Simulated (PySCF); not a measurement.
These are TPSSh-D3(BJ)/def2-TZVP // TPSS-D3(BJ)/def2-SVP (PySCF) values and carry that method's errors. Isolated molecules, 0 K electronic values unless said otherwise. One relaxed conformer stands for a flexible species; it need not be the lowest. 

Reference species: [Zr(Cl)4] (neutral, multiplicity 1).

```yaml
HOMO–LUMO gap: 5.78 eV
LUMO: -3.22 eV
```

Changed species: [Zr(Cl)3(NH2)] (1 of 4 Cl replaced by NH2; the reference has 0 of 4 Cl replaced by NH2).

What does the change do to the HOMO–LUMO gap and LUMO?

the HOMO–LUMO gap decreases by 0.87 eV, to 4.91 eV; the LUMO goes up by 0.49 eV, to -2.73 eV.
